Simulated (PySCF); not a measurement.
Compound: C6H7OS (doublet state).
Cartesian coordinates in Å at the GFN2-xTB level; atoms count from 1:
```
atom  x, y, z in Å
C1     3.264   -0.187    0.411
C2     2.206   -0.545   -0.034
C3     0.983   -1.007   -0.611
O4     0.546   -2.135   -0.507
C5     0.215    0.114   -1.339
C6    -0.445    0.518   -0.095
C7    -1.679   -0.117    0.331
S8    -3.135    0.697   -0.543
H9     4.180    0.136    0.811
H10    0.877    0.860   -1.769
H11   -0.464   -0.314   -2.074
H12    0.011    1.275    0.523
H13   -1.747   -1.154   -0.002
H14   -1.880   -0.039    1.396
H15   -2.937    1.908   -0.026
```

The hyperfine couplings belong to this conformer and change with its torsions.

As a line formula: `C#CC(=O)C[CH]CS` [radical].

Computed with UKS B3LYP, pcH-1 on C H O S, non-relativistic, mean-field spin-orbit, GIAO (PySCF 2.14.0). The structure is a single GFN2-xTB conformer in the gas phase; no vibrational or solvent corrections. Couplings are sensitive to structure, and on GFN2-xTB geometries they can be far from those on DFT ones. Stability of the SCF solution: not tested.

Break the g tensor into its mass correction, gauge correction and orbital-Zeeman/spin–orbit terms.

| Δg (ppm) | 1 | 2 | 3 |
| --- | --- | --- | --- |
| relativistic mass correction | -189 | -189 | -189 |
| gauge correction | 17 | -10 | 36 |
| orbital Zeeman/spin–orbit | -1894 | 1248 | 4329 |
| total | -2066 | 1049 | 4176 |

So g = 2.00025, 2.00337, 2.00649 and g_iso = 2.00337; the tensor is rhombic: the two nearest values differ by 50 % of g3 − g1. Axes: g2 points within 14° of the C7–S8 bond and g3 points within 15° of the C3–O4 bond.

What effective moment and Curie constant follow for a powder?

With the mean of g² = 4.0135 and S(S+1) = 0.75: μ_eff = √(⟨g²⟩S(S+1)) = 1.735 μB and χT = 0.12505·⟨g²⟩·S(S+1) = 0.376 cm³ K/mol (cgs; spin-Hamiltonian part alone).

At 33.886 GHz, how far is the centre of the isotropic spectrum from where a free electron (g = 2.002319) resonates?

B = hν/(g μB) with μB/h = 13.99624 MHz/mT gives 1209.14 mT for the free electron and 1208.50 mT at g_iso, 0.64 mT lower.

What are the electron Larmor frequencies g μB B/h along the three axes at 350 mT?

9.7986, 9.8139, 9.8292 GHz for g1, g2 and g3, a range of 30.6 MHz.

In a frozen sample, at which fields do the three g values resonate at 9.5, 34, 94 and 263 GHz (hyperfine left aside), and which band first spreads them over more than twice a line width of 1.0 mT?

| band | GHz | B(g3) mT | B(g2) mT | B(g1) mT | spread mT |
| --- | --- | --- | --- | --- | --- |
| X | 9.5 | 338.28 | 338.81 | 339.33 | 1.06 |
| Q | 34.0 | 1210.68 | 1212.57 | 1214.46 | 3.78 |
| W | 94.0 | 3347.17 | 3352.40 | 3357.62 | 10.45 |
| J | 263.0 | 9364.96 | 9379.58 | 9394.19 | 29.22 |

The spread grows in proportion to the frequency. Q band is the first where it exceeds 2.0 mT.

The Mulliken spin populations are largest on C6 (+0.80), O4 (+0.14), S8 (+0.12) and C7 (-0.08). No atom but C6 exceeds +0.15. The positive populations add up to 1.20 and the negative ones to -0.20, together 2S = 1. The angles at C6 add up to 360.0°, so it is planar; its axial dipolar tensor and the negative coupling of its proton fit spin in a p orbital normal to that plane.

The HOMO–LUMO gaps are 4.03 eV among the α and 3.83 eV among the β orbitals.
